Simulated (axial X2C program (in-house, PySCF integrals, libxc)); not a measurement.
# How the levels of NdSH (f4 s1 orbitals) move with the bond length

Calculated with an in-house all-electron X2C program for linear molecules (integrals from PySCF): two-component X2C with atomic mean-field Coulomb and Gaunt terms, basis Nd dyall-v3z, S dyall-av3z, H dyall-v3z (cores contracted in-house). Orbitals come from Hartree–Fock averaged over the configuration Nd f4 s1; CI then distributes these electrons over the f, s shells of Nd.

At Nd–S–H held linear, bonds 2.698 and 1.340 Å (the second held):

| Ω | energy (cm⁻¹) | g∥ | μ (D) | configuration |
| --- | --- | --- | --- | --- |
| 1/2 | 0 | 0.45 | -2.96 | 100% f4 s1 |
| 3/2 | 16 | 1.52 | -2.97 | 100% f4 s1 |
| 5/2 | 83 | 2.74 | -2.95 | 100% f4 s1 |
| 7/2 | 149 | 3.32 | -2.93 | 100% f4 s1 |
| 1/2 | 535 | 0.83 | -2.96 | 100% f4 s1 |
| 3/2 | 559 | 2.37 | -2.95 | 100% f4 s1 |
| 5/2 | 597 | 3.83 | -2.94 | 100% f4 s1 |
| 7/2 | 623 | 5.80 | -2.95 | 100% f4 s1 |
| 9/2 | 687 | 7.43 | -2.93 | 100% f4 s1 |
| 1/2 | 1421 | 1.03 | -2.96 | 100% f4 s1 |
| 3/2 | 1441 | 3.07 | -2.95 | 100% f4 s1 |
| 5/2 | 1470 | 5.05 | -2.94 | 100% f4 s1 |
| 7/2 | 1493 | 7.11 | -2.94 | 100% f4 s1 |
| 9/2 | 1510 | 9.34 | -2.95 | 100% f4 s1 |

g∥ is the magnitude of 2⟨Lz + ge Sz⟩ for the +Ω component. μ is positive if the H end is positive. The lowest 14 levels at most are listed.

At Nd–S–H held linear, bonds 2.604 and 1.340 Å (the second held):

| Ω | energy (cm⁻¹) | g∥ | μ (D) | configuration |
| --- | --- | --- | --- | --- |
| 1/2 | 0 | 0.40 | -2.34 | 100% f4 s1 |
| 3/2 | 8 | 1.46 | -2.36 | 100% f4 s1 |
| 5/2 | 75 | 2.76 | -2.34 | 100% f4 s1 |
| 7/2 | 120 | 3.21 | -2.32 | 100% f4 s1 |
| 1/2 | 530 | 0.86 | -2.35 | 100% f4 s1 |
| 3/2 | 554 | 2.39 | -2.34 | 100% f4 s1 |
| 5/2 | 591 | 3.79 | -2.33 | 100% f4 s1 |
| 7/2 | 603 | 5.89 | -2.34 | 100% f4 s1 |
| 9/2 | 661 | 7.36 | -2.32 | 100% f4 s1 |
| 1/2 | 1414 | 1.04 | -2.35 | 100% f4 s1 |
| 3/2 | 1436 | 3.09 | -2.34 | 100% f4 s1 |
| 5/2 | 1466 | 5.04 | -2.32 | 100% f4 s1 |
| 7/2 | 1484 | 7.10 | -2.32 | 100% f4 s1 |
| 9/2 | 1486 | 9.39 | -2.34 | 100% f4 s1 |

The lowest level lies 357 cm⁻¹ above the lowest at the first distance.

(1) How does the gap from the lowest to the fifth level change between the two distances?

There is no dynamic correlation: spin–orbit spacings and, for f shells, spacings inside one term are the most reliable numbers, splittings between terms come out too wide, and energies between configurations are not reliable, so the lowest level need not be the ground state of the molecule. At most 4 roots were kept for each Ω > 0 (twice that for Ω = 0) within 2.2 eV of the lowest, so higher up levels can be missing between those listed; levels with Ω > 0 are doubly degenerate and listed once, Ω = 0 levels singly. The molecule was held linear; bending was not examined. Hydrosulfides and their kin are strongly bent in nature, so this linear model does not describe the real molecule.

Results:

(1) From 535 to 530 cm⁻¹, a factor of 0.99.
